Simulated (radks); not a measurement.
Sc, configuration [Ar] 3d1 4s1 4f1 (not the ground configuration).

Method: scalar-relativistic Kohn-Sham, LDA (Slater exchange, Perdew-Wang correlation), spin-polarised, spherical densities, finite nucleus; open shells are filled with parallel spins first; Fermi nuclear charge, rms radius 3.5459 fm; computed with a radial shooting solver on a logarithmic mesh with Libxc functionals.

Energy parts (eV):
part                      energy
total                 -20738.199
kinetic                20883.674
electron-nucleus      -49212.167
Hartree                 8596.735
exchange-correlation   -1006.441

Orbitals (lengths in bohr, moments of r in powers of bohr; r(max) is where P^2 peaks):
orbital,occ.,eigenvalue (eV),r(max)
1s up,1,-4390.446,0.04791
1s down,1,-4390.409,0.04791
2s up,1,-478.2944,0.2843
2s down,1,-478.0090,0.2843
2p up,3,-393.3475,0.2322
2p down,3,-393.1166,0.2322
3s up,1,-60.3387,0.9265
3s down,1,-59.4605,0.9264
3p up,3,-39.1918,0.9668
3p down,3,-38.2879,0.9664
3d up,1,-8.8398,1.090
4s up,1,-8.6045,2.879
3d down,0,-7.7586,1.083
4s down,0,-7.2899,2.906
4f up,1,-0.4593,15.55
4f down,0,-0.3269,16.63

The highest occupied level is 4f up at -0.459 eV. The configuration is held as typed, so some empty levels lie below it. Spin moment in Bohr magnetons: 3. The electron density at the nucleus is 7248 e/bohr^3 (large components only). The spin density at the nucleus is 3.777 e/bohr^3 (1s 0.034, 2s -0.216, 3s -0.025, 4s 3.984). The density falls to 0.001 e/bohr^3 at r = 4.25 bohr. Summed over all electrons, <r^2> = 331.4 bohr^2, which gives a Langevin (diamagnetic) susceptibility term of -262 x 10^-6 cm^3/mol.
